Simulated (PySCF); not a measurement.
MoNCl3 (singlet state).
Structure used (PBE0-D3(BJ)/def2-SVP), in Å, numbered top down from 1:
```
atom  x, y, z in Å
Mo1    0.007   -0.002    0.031
N2     0.232   -0.033    1.626
Cl3    2.075    0.026   -0.860
Cl4   -1.159    1.881   -0.363
Cl5   -1.154   -1.871   -0.434
```

The closed-shell ground state was solved at several levels (PySCF, density fitting, gas phase). Atoms past krypton carry effective core potentials; spin–orbit coupling is left out.

| level | basis functions | total energy (Eh) | HOMO (eV) | LUMO (eV) | gap (eV) | dipole (D) |
| --- | --- | --- | --- | --- | --- | --- |
| PBE0/pcSseg-1 (def2-TZVP on Mo) | 129 | -1503.1382 | -9.46 | -4.24 | 5.22 | 1.03 |
| KT2/pcSseg-1 (def2-TZVP on Mo) | 129 | -1515.1066 | -8.12 | -5.03 | 3.09 | 1.10 |

Q: Estimate the row for PBE0/def2-SVPD, a basis of 135 functions; the other rows only guide the guess.

A: Total energy -1502.7225 Eh, HOMO -9.45 eV, LUMO -4.24 eV, gap 5.21 eV, dipole 1.04 D.

Q: How far do the dipole and the HOMO energy spread over the levels?

A: The dipole runs from 1.03 to 1.10 D (mean 1.06 D) and the HOMO from -9.46 to -8.12 eV.
